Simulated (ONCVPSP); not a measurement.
**Which change was made? (V, ONCV)**

V, optimised norm-conserving Vanderbilt (ONCV), made with ONCVPSP 4.0.1 (PBE, scalar-relativistic). Core [Ne], reference 3s2 3p6 3d3 4s1 4p1. Waves: 3s+4s: rc 1.35 bohr, ncon 4, nbas 8, qcut 8 1/bohr, 2 projectors; 3p+4p: rc 1.55 bohr, ncon 5, nbas 9, qcut 6.9 1/bohr, 2 projectors; 3d: rc 1.70 bohr, ncon 3, nbas 7, qcut 8.7 1/bohr, 2 projectors, debl 3.5 Ha. Local part: polynomial inside 1.20 bohr (lpopt 4, dvloc0 -1 Ha). Core correction: none.

Cutoffs, loose and tight: the cutoffs (Ha) at which the residual kinetic energy of the hardest occupied pseudo-wave falls to 1 and 0.1 mHa per electron. They do not see the model core or the augmentation charge, which bear on the density cutoff. Test errors are all-electron minus pseudo excitation energies from the reference, over the configurations 3s2 3p6 3d3 4s2 4p0; 3s2 3p6 3d3 4s1 4p0; 3s2 3p6 3d3 4s0 4p0; 3s2 3p6 3d4 4s0 4p0; variants that change the core or the reference have their own tests.

The base gives: outcome: generated; cutoff, loose: 29 Ha; cutoff, tight: 33 Ha; bound ghosts: none; GHOST(+) flags above zero: none; largest test error (meV): +30.

Q: After one change the result is: outcome: generated; cutoff, loose: 99 Ha; cutoff, tight: 113 Ha; bound ghosts: none; GHOST(+) flags above zero: none; largest test error (meV): +27. Which change was it?
A. p: qcut 4.3
B. s: qcut 9.3; p: qcut 8; d: qcut 10.1
C. reference 3s2 3p6 3d3 4s0.5; wave 3p+4p: rc 1.55 bohr, ncon 5, nbas 9, qcut 6.9 1/bohr, 2 projectors becomes 3p: rc 1.55 bohr, ncon 5, nbas 9, qcut 6.9 1/bohr, 2 projectors, debl 3.9 Ha

A: A. The others give: s: qcut 9.3; p: qcut 8; d: qcut 10.1 → outcome: generated; cutoff, loose: 35 Ha; cutoff, tight: 40 Ha; bound ghosts: none; GHOST(+) flags above zero: none; largest test error (meV): +19 | reference 3s2 3p6 3d3 4s0.5; wave 3p+4p: rc 1.55 bohr, ncon 5, nbas 9, qcut 6.9 1/bohr, 2 projectors becomes 3p: rc 1.55 bohr, ncon 5, nbas 9, qcut 6.9 1/bohr, 2 projectors, debl 3.9 Ha → outcome: generated; cutoff, loose: 29 Ha; cutoff, tight: 33 Ha; bound ghosts: none; GHOST(+) flags above zero: none; largest test error (meV): +2.9.
